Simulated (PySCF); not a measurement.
Run record: geometry optimisation, `O=C(O)c1ccc(OC(F)F)cc1` (4-(difluoromethoxy)benzoic acid).

Computed with PBE0-D3(BJ)/def2-SVP geometry optimisation, gas phase (PySCF 2.14.0). Start geometry: GFN2-xTB. A driver script takes a list of jobs; this job's settings line and coordinates (Å) are shown.

Input:
```
{"job": {"xc": "PBE0", "basis": "def2-SVP", "d3": "d3bj", "grid": 1, "kind": "geom"}, "charge": 0, "multiplicity": 1}
O     -3.889634    -0.268933    -0.683625
C     -3.068358    -0.145586     0.189662
O     -3.412399    -0.024885     1.480968
C     -1.605056    -0.113157    -0.030929
C     -1.121937    -0.242064    -1.333374
C      0.233559    -0.224305    -1.575507
C      1.122574    -0.077494    -0.512967
O      2.463270    -0.083554    -0.850936
C      3.376828     0.350683     0.042402
F      3.642727    -0.576691     0.998316
F      4.526510     0.544013    -0.614604
C      0.653650     0.043165     0.788626
C     -0.709772     0.028039     1.023374
H     -4.377944    -0.058234     1.566326
H     -1.829529    -0.352606    -2.140452
H      0.631495    -0.324425    -2.572238
H      3.105090     1.289388     0.563608
H      1.332236     0.125616     1.623253
H     -1.083115     0.120282     2.030635
```

Output:
```
step   0  E = -732.54015495  max force = 0.020616
step   1  E = -732.54205824  max force = 0.008974
step   2  E = -732.54217051  max force = 0.003313
step   3  E = -732.54220978  max force = 0.003171
step   4  E = -732.54229750  max force = 0.000893
step   5  E = -732.54228782  max force = 0.000675
step   6  E = -732.54229984  max force = 0.000227
optimisation converged
```

Energies in Eh; «max force» is the largest Cartesian gradient component in Eh/bohr.

How much energy does the optimisation release, in kcal/mol?

E(step 0) − E(last step) = 0.002145 Eh, which is 1.3 kcal/mol.

Give the first gradient maximum in eV/Å.

With 1 Eh/bohr = 51.422 eV/Å, 1.060 eV/Å.

In short: final energy -732.54230 Eh after 6 steps; dipole 2.10 D.

Give the final coordinates.

0.088 Å rms from the input after alignment:
```
atom  x, y, z in Å
O1    -3.8744   -0.2125   -0.7356
C2    -3.0700   -0.1279    0.1584
O3    -3.4343   -0.0067    1.4433
C4    -1.5995   -0.1407   -0.0296
C5    -1.0988   -0.2843   -1.3300
C6     0.2672   -0.2897   -1.5592
C7     1.1479   -0.1529   -0.4821
O8     2.4762   -0.1619   -0.7908
C9     3.3612    0.4320    0.0607
F10    3.6410   -0.3767    1.1006
F11    4.4839    0.6240   -0.6195
C12    0.6650   -0.0297    0.8239
C13   -0.7097   -0.0175    1.0399
H14   -4.4031   -0.0087    1.4504
H15   -1.8092   -0.3841   -2.1530
H16    0.6810   -0.3912   -2.5637
H17    2.9819    1.3924    0.4559
H18    1.3509    0.0243    1.6695
H19   -1.0995    0.0793    2.0541
```

Rough CPU time on one thread of a shared machine: about 8 min.
Labels such as C1 count atoms from 1, the log's own numbers from 0.
